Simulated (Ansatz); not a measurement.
The cluster Ga2Cl3, relaxed as a quartet with UKS r2SCAN-D4/def2-SVP in Ansatz, starting from the r2SCAN-D4/def2-SVP geometry of the neutral doublet. Force threshold 0.02 eV/Å.

At r2SCAN-D4/def2-SVP a doublet of charge 0 lies 3.09 eV below the quartet, each at its own geometry. The structure comes from a short search, and lower isomers may exist.

Start:

```xyz
5

Ga    0.341   -0.571    1.628
Ga    0.131    0.073   -0.805
Cl   -1.145    0.132    3.047
Cl   -0.660   -1.313   -2.261
Cl    1.332    1.679   -1.609
```

(1) Estimate the energy that the relaxation releases and the steps that it takes.

(2) Does the start keep its bonding and symmetry?

(3) Predict the relaxed structure.

## Answers

(1) 90.7 kJ/mol, in 17 steps; 67 s on 4 threads of Arm Neoverse V1 on a shared host. No frequencies were taken in this run, so the end may be a saddle point.

(2) By distances, no bond broke or formed. The bond that changes most is Ga2–Cl4, from 2.16 to 2.29 Å (atoms count from 1). Point group Cs at the start, Cs at the end, both within 0.05 Å.

(3) 
```xyz
5

Ga   -0.4562   -1.2074    1.1582
Ga    0.1882    0.4180   -0.6118
Cl   -0.3303    0.2960    2.7934
Cl   -0.1670   -1.6304   -1.5738
Cl    0.7652    2.1239   -1.7661
```
Bond lengths (bridged metal pairs left out): 3 × Cl–Ga 2.14 to 2.29 Å; 1 × Ga–Ga 2.49 Å.
